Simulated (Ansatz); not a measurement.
A run for Ansatz (a first-principles code): R-CCSD(T)/cc-pVTZ on CH5BO (SMILES BOC), a point of a torsion scan.

Ansatz 0.2 input:
```yaml
crystal:
  periodic: [false, false, false]
  atoms:
    - {symbol: B, position_ang: [1.32170766, -0.20352156, 0.24397320]}
    - {symbol: O, position_ang: [0.15822476, -0.18922530, 0.87787525]}
    - {symbol: C, position_ang: [-0.67886987, -1.30872923, 1.05841967]}
    - {symbol: H, position_ang: [1.57020062, -0.95634923, -0.63312682]}
    - {symbol: H, position_ang: [1.98780359, 0.74610481, 0.42264451]}
    - {symbol: H, position_ang: [-1.28133226, -1.48999582, 0.16249408]}
    - {symbol: H, position_ang: [-0.09715113, -2.20619627, 1.27435673]}
    - {symbol: H, position_ang: [-1.34377405, -1.09442955, 1.89676418]}
basis:
  gaussian:
    orbitals: cc-pVTZ
magnetization: {spin_polarized: false}
correlation: {method: ccsd_t, electrons: outside_noble_gas}
scf: {lower_state_search: off}
```

The log:

```
WARN ansatz: RAYON_NUM_THREADS=1 ignored (pool sized by the plan → 1); use --threads N
Functional definition: HF
these checks for a lower state are left out or cut short: stability, starts, cluster_reference, orbital_swaps, neighbouring_geometries, increment
integrals: 0.42 GiB planned
913 factors; integrals over basis functions are off by at most 9.4e-4 eV
mean field: 0.32 GiB planned
mean field evaluation 1: about -3818.4541 eV, gradient 2.9e1 eV
mean field evaluation 2: about -3818.4554 eV, gradient 2.9e1 eV
mean field evaluation 4: about -3820.3136 eV, gradient 3.6e0 eV
mean field evaluation 8: about -3820.3460 eV, gradient 5.8e-5 eV
mean field -3820.34600147 eV, -140.3951260306 hartree, gradient 9.9e-7 eV, S^2 0.000000; 0 other end points of the search recorded, 0 dependent functions left out
3 core orbitals not correlated
reference -3820.34600147 eV, -140.3951260306 hartree; 9, 9 occupied and 148, 148 virtual orbitals, 913 factors
second order -14.12246338 eV of doubles, -0.00000000 eV of singles
coupled cluster: 1.20 GiB planned
cycle   1  -14.46959165 eV  change   -3.5e-1 eV  update   8.2e-2
cycle   2  -14.83681725 eV  change   -3.7e-1 eV  update   2.4e-2
cycle   3  -14.92257119 eV  change   -8.6e-2 eV  update   1.4e-2
cycle   4  -14.91172617 eV  change    1.1e-2 eV  update   4.4e-3
cycle   5  -14.91247820 eV  change   -7.5e-4 eV  update   2.3e-3
cycle   6  -14.91278219 eV  change   -3.0e-4 eV  update   5.9e-4
cycle   7  -14.91247083 eV  change    3.1e-4 eV  update   2.0e-4
cycle   8  -14.91249417 eV  change   -2.3e-5 eV  update   8.2e-5
cycle   9  -14.91251086 eV  change   -1.7e-5 eV  update   3.5e-5
cycle  10  -14.91249077 eV  change    2.0e-5 eV  update   1.4e-5
perturbative correction -0.52204623 eV, -0.0191848450 hartree
Total energy: -3835.78053847 eV, -140.9623348035 hartree
Checks for a lower state left out: stability, starts, cluster_reference, orbital_swaps, neighbouring_geometries, increment
```

Self-consistency was reached.

Cost: about 40 core-seconds (a rough figure).
